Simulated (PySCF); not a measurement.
## Electron correlation in Sr (strontium, neutral)

[Kr] 5p2, high-spin 3P determinant (an excited configuration). Computed with PySCF 2.14 in aug-cc-pwCVTZ-X2C, with the spin-free X2C one-electron Hamiltonian (Gaussian nucleus). Frozen: [Ar] 3d10; 10 electrons correlated.

```csv
level,correlation energy (mhartree)
CCSD,-217.33
(T),-8.82
CCSD(T),-226.15
```

Diagnostics: T1 = 0.021, D1 = 0.0657, largest double amplitude 0.280.

**Question.** Is a single reference adequate?

**Answer.** Not fully. A double-excitation amplitude exceeds 0.15, a sign of near-degeneracy.
